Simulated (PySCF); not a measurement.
# TPSS on As⁺ (arsenic, charge +1)

Configuration: [Ar] 3d10 4s2 4p2, high-spin 3P determinant. Calculation: PySCF 2.14, in 6-31G* (5s4p3d, 32 functions); the non-relativistic Hamiltonian (point nucleus).

```json
{
  "Total energy": "-2235.106 hartree",
  "One-electron energy": "-3100.455 hartree",
  "Hartree (Coulomb) energy": "947.996 hartree",
  "Exchange-correlation energy": "-82.648 hartree",
  "Kinetic energy": "2231.55146 hartree",
  "⟨S²⟩": "2.0023",
  "⟨L²⟩": "2.008",
  "Sum of ⟨r⟩": "21.70 bohr",
  "Sum of ⟨r²⟩": "30.08 bohr²",
  "Traceless quadrupole moment −½Σ⟨3z² − r²⟩ along its main axis": "2.31 e·bohr²",
  "Density at the nucleus (Gaussians lack the cusp)": "23300 bohr⁻³",
  "Spin density at the nucleus": "0.0946 bohr⁻³",
  "Langevin diamagnetic susceptibility": "-23.8 ×10⁻⁶ cm³/mol",
  "Time after the integrals": "0.72 s of wall time on 1 thread of Neoverse-V2 (shared host)"
}
```

```
shell  electrons  mean orbital energy (hartree)  spread (hartree)  rms radius, mean of both spins (bohr)
 1s α          1                     -425.17387                 0                                 0.0537
 1s β          1                     -425.17068                 0                                 0.0537
 2s α          1                      -53.73737                 0                                  0.224
 2s β          1                      -53.73661                 0                                  0.224
 2p α          3                      -48.04653           0.00434                                  0.198
 2p β          3                      -48.04408           0.00669                                  0.198
 3s α          1                       -7.20360                 0                                  0.652
 3s β          1                       -7.19921                 0                                  0.652
 3p α          3                       -5.27562           0.01598                                  0.673
 3p β          3                       -5.27066           0.02047                                  0.673
 3d α          5                       -1.89682           0.01516                                  0.760
 3d β          5                       -1.88887           0.02166                                  0.760
 4s α          1                       -0.87667                 0                                   2.04
 4s β          1                       -0.79767                 0                                   2.04
 4p α          2                       -0.52432                 0                                   2.45
```
